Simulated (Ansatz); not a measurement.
Cs2H3⁻, relaxed as a triplet with UKS PBE0-D4/def2-TZVPD in Ansatz, starting from the PBE0-D4/def2-TZVPD geometry of the charge -1 singlet. Force threshold 0.02 eV/Å.

In the def2 sets Cs takes a core potential; there is no spin–orbit coupling. The highest occupied level of the charge -1 triplet lies above zero (up to 0.07 eV). It is a level of α spin, whose loss leaves a doublet; that state wasn't run at this geometry and level. The electron is either unbound and held by the finite basis, or the level is raised by self-interaction error. In the triplet, H3 and H4 lie 0.76 Å apart (atoms count from 1), so H2 has formed as a molecule. The structure comes from a short search, and lower isomers may exist.

Start:

Cartesian coordinates in Å:
```
Cs 2.060 -0.627 -0.056
Cs 0.075 3.134 1.234
H -0.886 -1.206 -0.568
H -0.868 -1.912 -0.867
H -0.382 0.611 0.256
```

(1) Estimate the energy that the relaxation releases and the steps that it takes.

(2) Does the start keep its bonding?

(3) Predict the relaxed structure.

Answers

(1) 15.2 kJ/mol, in 14 steps; 13 s on 4 threads of AMD EPYC 9R45 on a shared host. The force fell under the threshold at step 12, but the optimiser went on. No frequencies were taken in this run, so the end may be a saddle point.

(2) By distances, no bond broke or formed. The bond that changes most is Cs1–H3, from 3.04 to 3.33 Å (atoms count from 1).

(3) 
```xyz
5

Cs    2.446   -1.428   -0.316
Cs   -1.141    2.499    0.878
H    -0.781   -0.628   -0.330
H    -1.330   -1.098   -0.576
H     0.806    0.655    0.344
```
Bond lengths (bridged metal pairs left out): 2 × Cs–H 2.73 Å.
